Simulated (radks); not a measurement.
Task: Spherical quantum dot in the effective-mass picture: electrons in a hard-walled sphere of radius 3.39, with a point charge +1 (a donor) at the centre, all in effective atomic units (hartree* = m*/eps^2 hartree, bohr* = eps/m* bohr), one dielectric constant everywhere. Calculated with a radial shooting solver with Libxc functionals: non-relativistic Kohn-Sham, PBEsol, spin-polarised, spherical densities. Levels are named by radial order and angular momentum (1s, 1p, 1d, 2s, ...), and open shells are averaged over m. At N = 7 the configuration is 1s2 1p(up 3, down 2). Does electron 8 go into 1d up or 1p down or 1d down?

Result: Into 1p down. The total energies of the other choices lie higher by 0.469 hartree* (1d up), 0.497 hartree* (1d down).
